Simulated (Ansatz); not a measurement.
Species: sum formula SiNH₂Cl₂, charge 0, multiplicity 2. It need not be the lowest isomer of its formula. 
Geometry from a B3LYP-D3(BJ)/def2-TZVP (Ansatz, an electronic-structure program) optimisation:
```
Si
N 1 1.7093
H 2 1.0089 1 120.63
H 2 1.0089 3 112.71 1 -152.83
Cl 1 2.0765 2 106.89 3 164.49
Cl 1 2.0765 2 106.89 3 44.83
```
Charge 0, spin multiplicity 2.

Parts of the frozen-core correlation energy in cc-pwCVTZ (Ansatz, hartree). Frozen orbitals: 16; correlated occupied orbitals by spin: 13 and 12; virtual: 219 and 220. Open shells are spin-unrestricted. Spin-orbit coupling is left out. No relativistic terms.

```
term                             value
-------------------------  -----------
reference (HF)             -1263.73594
MP2 opposite-spin             -0.52090
MP2 same-spin                 -0.17496
CCSD correlation              -0.73667
(T)                           -0.03236
T1 diagnostic                    0.013
largest doubles amplitude        0.021
<S^2> of the reference           0.757
```
